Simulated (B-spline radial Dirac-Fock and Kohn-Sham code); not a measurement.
Radiative decay of the 2p3/2 hole in Kr⁴⁺

System: the Kr⁴⁺ ion in the configuration [Ar] 3d10 4s2 4p2.

The run's input, task.json:

```json
{"items": [{
  "Z": 36,
  "q": 4,
  "cfg": [[1, 0, 2], [2, 0, 2], [2, 1, 6], [3, 0, 2], [3, 1, 6], [3, 2, 10], [4, 0, 2], [4, 1, 2]],
  "A": 84,
  "rrms": 4.1884,
  "do": ["binding", "quiet", "decay"],
  "holes": ["K", "L1", "L2", "L3", "M1", "M2", "M3", "M4", "M5", "N1"]
}]}
```

Run with: `python xray_run.py task.json out`

Calculated with a radial B-spline solver, using independent-particle rates on relativistic LDA orbitals of the hole state (multipoles up to L = 3, Coulomb Auger matrix elements, transition energies from Dirac-Fock).

| line | multipole | energy (eV) | rate (s⁻¹) | share (%) |
| --- | --- | --- | --- | --- |
| L3-M1 | E1 | 1384.9 | 1.39e+12 | 3.58 |
| L3-M4 | E1 | 1587.5 | 3.75e+12 | 9.68 |
| L3-M5 | E1 | 1588.8 | 3.34e+13 | 86.1 |
| L3-N1 | E1 | 1661.9 | 2.35e+11 | 0.606 |

The listed lines hold 100.0 % of the radiative rate. The radiative width is 0.0255 eV in the length form and 0.0261 eV in the velocity form; the two differ because the transition energies are not eigenvalue differences of the potential that gave the orbitals.
